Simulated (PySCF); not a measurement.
Input of a run (PBE0-D3(BJ)/def2-SVP geometry optimisation, gas phase (PySCF 2.14.0)), started from GFN2-xTB:
```
{"job": {"xc": "PBE0", "basis": "def2-SVP", "d3": "d3bj", "grid": 1, "shake": 0.01, "kind": "geom"}, "charge": 0, "multiplicity": 1}
C     -1.939320    -1.311220    -1.187910
C     -1.745610    -0.184590    -0.500590
C     -2.876820     0.730350    -0.099690
C     -0.324700     0.243190    -0.052890
C      0.187290    -0.722370     1.013600
B      1.722530    -0.575020     1.317100
C      2.669410     0.077240     0.240530
C      1.954350     0.970820    -0.786310
C      0.618470     0.344660    -1.205900
H     -2.952890    -1.578980    -1.489620
H     -1.173390    -1.952320    -1.477800
H     -2.866010     0.847310     0.999780
H     -3.848420     0.358950    -0.426200
H     -2.725650     1.724500    -0.518000
H     -0.439000     1.227380     0.398440
H      0.044050    -1.730370     0.680010
H     -0.424550    -0.626590     1.921150
H      2.176660    -1.051950     2.293140
H      3.118280    -0.769250    -0.291650
H      3.472790     0.636550     0.679780
H      1.720260     1.941430    -0.341270
H      2.584170     1.114480    -1.662030
H      0.817260    -0.643520    -1.653920
H      0.166550     0.948920    -2.022070
```

Output (energies in Eh, forces in Eh/bohr):
```
step   0  E = -338.06306243  max force = 0.036692
step   1  E = -338.07189071  max force = 0.009618
step   2  E = -338.07222333  max force = 0.001360
step   3  E = -338.07224733  max force = 0.002040
step   4  E = -338.07231303  max force = 0.000919
step   5  E = -338.07236128  max force = 0.000906
step   6  E = -338.07262604  max force = 0.004742
step   7  E = -338.07139991  max force = 0.011519
step   8  E = -338.07280640  max force = 0.007488
step   9  E = -338.07325963  max force = 0.004009
step  10  E = -338.07380178  max force = 0.003679
step  11  E = -338.07387000  max force = 0.001616
step  12  E = -338.07396512  max force = 0.000703
step  13  E = -338.07401439  max force = 0.000397
step  14  E = -338.07403607  max force = 0.000436
step  15  E = -338.07405606  max force = 0.000681
step  16  E = -338.07407366  max force = 0.000850
step  17  E = -338.07408941  max force = 0.000475
step  18  E = -338.07409402  max force = 0.000147
optimisation converged
```

Q: Summarise the run.

A: The energy falls by 29.0 kJ/mol over 19 energy and gradient evaluations, the largest force component goes from 0.0367 to 1.5e-04 Eh/bohr, and the atoms move by 0.533 Å rms after alignment. The bond that changes most is C1–H11 (terminal =CH2 carbon to vinylic hydrogen), which lengthens by 0.052 Å. Bonds longer at the end by more than 0.005 Å: 12 of 24; shorter: 7. Among the angles that change most is C8–C7–H20, from 108.6° to 112.9°. Among the dihedrals that turn most is C1–C2–C4–C5, from -68° to -112°. The energy rose by more than 1e-6 Eh at step 7. The first step brought 80 % of the lowering.

Q: What are the final bond lengths?

A: C1=C2 1.339 Å, C2–C3 1.501 Å, C2–C4 1.514 Å, C4–C5 1.541 Å, C5–B6 1.564 Å, B6–C7 1.561 Å, C7–C8 1.528 Å, C8–C9 1.526 Å, C4–C9 1.528 Å, C1–H10 1.094 Å, C1–H11 1.092 Å, C3–H12 1.102 Å, C3–H13 1.099 Å, C3–H14 1.103 Å, C4–H15 1.108 Å, C5–H16 1.113 Å, C5–H17 1.103 Å, B6–H18 1.215 Å, C7–H19 1.114 Å, C7–H20 1.103 Å, C8–H21 1.105 Å, C8–H22 1.103 Å, C9–H23 1.106 Å, C9–H24 1.102 Å. Numbering counts from 1 in the input's order; the species is `C=C(C)[C@H]1CBCCC1`.

The run used 201 basis functions and 127 SCF cycles in all. On Arm Neoverse V1, one thread, no GPU, shared host with 32 logical CPUs at a one-minute load of 11, this took 6.9 min and 0.96 GiB of memory at its peak.

PBE0-D3(BJ)/def2-SVP frequencies: not computed here. The numbers are those of one conformer.
